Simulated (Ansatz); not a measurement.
`OC[SiH2][SbH2]` + `C#CBO` → `C#C[SiH2]CO` + `O[BH][SbH2]`  (redistribution)

Calculated with Ansatz (gas phase, PBE0-D4/def2-TZVP geometries, no zero-point term in ΔE). CBS: MP2 limit from def2 TZ/QZ plus the TZ coupled-cluster correction, frozen cores. Elements past krypton have def2 core potentials. For Sb outer-core shells are correlated without core-valence functions, which leaves a few kJ/mol of doubt a bond. Each species was taken in one conformer, which may not be the lowest.

```
         species  CCSD(T)/CBS(def2) energy (Eh)
`OC[SiH2][SbH2]`                     -646.51025
         `C#CBO`                     -177.86821
   `C#C[SiH2]CO`                     -481.95030
   `O[BH][SbH2]`                     -342.41037
```

(1) Work out ΔE.

Largest T1 diagnostic among the species: 0.015.

## Answers

(1) ΔE = (-481.95030) + (-342.41037) − (-646.51025) − (-177.86821) = 0.01779 Eh = +46.7 kJ/mol.
